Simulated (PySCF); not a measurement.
## Ionisation energy of Kr by level of theory

Kr [Kr] (1S) → Kr+ [Ar] 3d10 4s2 4p5 (2P), as a difference of total energies. Computed with PySCF 2.14 in jorge-DZP-DKH (8s6p2d1f, 43 functions), with the spin-free X2C one-electron Hamiltonian (Gaussian nucleus). Correlated levels: valence: [Ar] 3d10 frozen. The calculations carry no spin-orbit coupling.

```json
{"method": "UHF", "ionisation energy (eV)": "13.213", "error (eV)": "-1.009"}
{"method": "PBE0", "ionisation energy (eV)": "14.140", "error (eV)": "-0.082"}
{"method": "M06-L", "ionisation energy (eV)": "14.070", "error (eV)": "-0.152"}
{"method": "MP2 (valence)", "ionisation energy (eV)": "13.439", "error (eV)": "-0.783"}
{"method": "SCS-MP2 (valence)", "ionisation energy (eV)": "13.418", "error (eV)": "-0.804"}
{"method": "CCSD (valence)", "ionisation energy (eV)": "13.439", "error (eV)": "-0.783"}
{"method": "CCSD(T) (valence)", "ionisation energy (eV)": "13.442", "error (eV)": "-0.780"}
```

Reference: 14.222 eV (measured; NIST levels, between the centres of gravity of the two terms).

Errors of the correlated levels include the incompleteness of this basis and the frozen core.
